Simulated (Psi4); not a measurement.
C$_{5}$H$_{6}$N (SMILES c1cc[nH+]cc1), charge +1, singlet, geometry from GFN2-xTB; B3LYP/cc-pVDZ in Psi4.

The Psi4 input:
```
memory 2 GB

molecule {
1 1
  N    -0.00300257   -0.00278217    1.30927041
  C     0.00324592    0.00300766   -1.41538575
  C     0.00158461    1.17076713    0.66910507
  C    -0.00464209   -1.17360018    0.66410906
  C    -0.00155375   -1.19967832   -0.71622101
  C     0.00482705    1.20271135   -0.71110135
  H     0.00572175    0.00530176   -2.49497163
  H     0.00261701    2.07147618    1.26547810
  H    -0.00840101   -2.07683562    1.25663777
  H    -0.00287879   -2.14464987   -1.23615694
  H     0.00852759    2.14988403   -1.22700500
  H    -0.00533904   -0.00494713    2.32808872
}

set basis cc-pvdz
set scf_type pk
set puream true
set d_convergence 1e-8
set dft_radial_points 99
set dft_spherical_points 590

energy('b3lyp')
print_variables()
```

It wrote (shortened):

```
   => Loading Basis Set <=

    Name: CC-PVDZ
    Role: ORBITAL
    Keyword: BASIS

         ---------------------------------------------------------
                                   SCF
               by Justin Turney, Rob Parrish, Andy Simmonett
                          and Daniel G. A. Smith
                              RKS Reference
         ---------------------------------------------------------

  ==> Geometry <==

    Molecular point group: c1
    Full point group: C1

    Geometry (in Angstrom), charge = 1, multiplicity = 1:

       Center              X                  Y                   Z               Mass
    ------------   -----------------  -----------------  -----------------  -----------------
         N           -0.002999385952    -0.002779220498     1.307882413476    14.003074004430
         C            0.003249104048     0.003010609502    -1.416773746524    12.000000000000
         C            0.001587794048     1.170770079502     0.667717073476    12.000000000000
         C           -0.004638905952    -1.173597230498     0.662721063476    12.000000000000
         C           -0.001550565952    -1.199675370498    -0.717609006524    12.000000000000
         C            0.004830234048     1.202714299502    -0.712489346524    12.000000000000
         H            0.005724934048     0.005304709502    -2.496359626524     1.007825032230
         H            0.002620194048     2.071479129502     1.264090103476     1.007825032230
         H           -0.008397825952    -2.076832670498     1.255249773476     1.007825032230
         H           -0.002875605952    -2.144646920498    -1.237544936524     1.007825032230
         H            0.008530774048     2.149886979502    -1.228392996524     1.007825032230
         H           -0.005335855952    -0.004944180498     2.326700723476     1.007825032230

  Running in c1 symmetry.

  Rotational constants: A =      0.19700  B =      0.18956  C =      0.09660 [cm^-1]
  Rotational constants: A =   5905.93082  B =   5682.79401  C =   2896.10710 [MHz]
  Nuclear repulsion =  217.271531567452513

  Charge       = 1
  Multiplicity = 1
  Electrons    = 42
  Nalpha       = 21
  Nbeta        = 21

  ==> Algorithm <==

  SCF Algorithm Type is PK.
  DIIS enabled.
  MOM disabled.
  Fractional occupation disabled.
  Guess Type is SAD.
  Energy threshold   = 1.00e-06
  Density threshold  = 1.00e-08
  Integral threshold = 1.00e-12

  ==> Primary Basis <==

  Basis Set: CC-PVDZ
    Blend: CC-PVDZ
    Number of shells: 54
    Number of basis functions: 114
    Number of Cartesian functions: 120
    Spherical Harmonics?: true
    Max angular momentum: 2

  ==> DFT Potential <==

   => LibXC <=

    Version 7.1.2
    S. Lehtola, C. Steigemann, M. J. T. Oliveira, and M. A. L. Marques,  SoftwareX 7, 1–5 (2018) (10.1016/j.softx.2017.11.002)

   => Composite Functional: B3LYP <=

    B3LYP Hyb-GGA Exchange-Correlation Functional

    P. J. Stephens, F. J. Devlin, C. F. Chabalowski, and M. J. Frisch,  J. Phys. Chem. 98, 11623 (1994) (10.1021/j100096a001)

    Deriv               =              1
    GGA                 =           TRUE
    Meta                =          FALSE

    Exchange Hybrid     =           TRUE
    MP2 Hybrid          =          FALSE

   => Exchange Functionals <=

    0.0800   Slater exchange
    0.7200         Becke 88

   => Exact (HF) Exchange <=

    0.2000               HF

   => Correlation Functionals <=

    0.1900   Vosko, Wilk & Nusair (VWN5_RPA)
    0.8100   Lee, Yang & Parr

   => LibXC Density Thresholds  <==

    XC_HYB_GGA_XC_B3LYP:  1.00E-15

   => Molecular Quadrature <=

    Radial Scheme          =       TREUTLER
    Pruning Scheme         =           NONE
    Nuclear Scheme         =       TREUTLER

    Blocking Scheme        =         OCTREE
    BS radius alpha        =              1
    Pruning alpha          =              1
    Radial Points          =             99
    Spherical Points       =            590
    Total Points           =         651486
    Total Blocks           =           4555
    Max Points             =            256
    Max Functions          =            114
    Weights Tolerance      =       1.00E-15

  ==> Integral Setup <==

  Using in-core PK algorithm.
   Calculation information:
      Number of atoms:                  12
      Number of AO shells:              54
      Number of primitives:            162
      Number of atomic orbitals:       120
      Number of basis functions:       114

      Integral cutoff                 1.00e-12
      Number of threads:                 1

  Performing in-core PK
  Using 42974580 doubles for integral storage.
  We computed 1086707 shell quartets total.
  Whereas there are 1103355 unique shell quartets.

  ==> DiskJK: Disk-Based J/K Matrices <==

    J tasked:                  Yes
    K tasked:                  Yes
    wK tasked:                  No
    Schwarz Cutoff:          1E-12

  Minimum eigenvalue in the overlap matrix is 7.4912231351E-04.
  Reciprocal condition number of the overlap matrix is 1.2809620774E-04.
    Using symmetric orthogonalization.

  ==> Pre-Iterations <==

  SCF Guess: Superposition of Atomic Densities via on-the-fly atomic UHF (no occupation information).

   -------------------------
    Irrep   Nso     Nmo
   -------------------------
     A        114     114
   -------------------------
    Total     114     114
   -------------------------

  ==> Iterations <==

                        Total Energy        Delta E     RMS |[F,P]|

   @RKS iter SAD:  -248.67587027126416   -2.48676e+02   0.00000e+00
   @RKS iter   1:  -248.43109488116102    2.44775e-01   5.60445e-03 ADIIS/DIIS
   @RKS iter   2:  -248.36980927476492    6.12856e-02   6.33693e-03 ADIIS/DIIS
   @RKS iter   3:  -248.65532868034100   -2.85519e-01   1.37616e-03 ADIIS/DIIS
   @RKS iter   4:  -248.66712425752615   -1.17956e-02   5.51062e-04 ADIIS/DIIS
   @RKS iter   5:  -248.66917331006184   -2.04905e-03   1.03206e-04 ADIIS/DIIS
   @RKS iter   6:  -248.66921836957133   -4.50595e-05   5.15850e-05 DIIS
   @RKS iter   7:  -248.66923334287821   -1.49733e-05   3.50389e-06 DIIS
   @RKS iter   8:  -248.66923339779018   -5.49120e-08   2.21231e-06 DIIS
   @RKS iter   9:  -248.66923342784125   -3.00511e-08   1.50101e-07 DIIS
   @RKS iter  10:  -248.66923342800129   -1.60043e-10   5.31860e-08 DIIS
   @RKS iter  11:  -248.66923342801982   -1.85310e-11   1.00882e-08 DIIS
   @RKS iter  12:  -248.66923342802042   -5.96856e-13   7.13617e-10 DIIS
  Energy and wave function converged.

  ==> Post-Iterations <==

   Electrons on quadrature grid:
      Ntotal   =   42.0000008281 ; deviation = 8.281e-07

    Orbital Energies [Eh]
    ---------------------

    Doubly Occupied:

[...]
    Virtual:

[...]
    Final Occupation by Irrep:
              A
    DOCC [    21 ]
    NA   [    21 ]
    NB   [    21 ]

  @RKS Final Energy:  -248.66923342802042

   => Energetics <=

    Nuclear Repulsion Energy =            217.2715315674525129
    One-Electron Energy =                -754.7217828692624835
    Two-Electron Energy =                 317.9417360651571585
    DFT Exchange-Correlation Energy =     -29.1607181913675895
    Empirical Dispersion Energy =           0.0000000000000000
    VV10 Nonlocal Energy =                  0.0000000000000000
    Total Energy =                       -248.6692334280204193

Computation Completed

Properties will be evaluated at   0.000000,   0.000000,   0.000000 [a0]

Properties computed using the SCF density matrix

 Multipole Moments:

 ------------------------------------------------------------------------------------
     Multipole            Electronic (a.u.)      Nuclear  (a.u.)        Total (a.u.)
 ------------------------------------------------------------------------------------

 L = 1.  Multiply by 2.5417464519 to convert [e a0] to [Debye]
 Dipole X            :         -0.0019745            0.0002587           -0.0017158
 Dipole Y            :         -0.0018295            0.0002397           -0.0015899
 Dipole Z            :          0.8609712           -0.1127861            0.7481851
 Magnitude           :                                                    0.7481887

 ------------------------------------------------------------------------------------

  Variable Map:
  ----------------------------------------------------------------------------
[...]
  Array Variable Map:
  ----------------------------------------------------------------------------
[...]
[...]
```
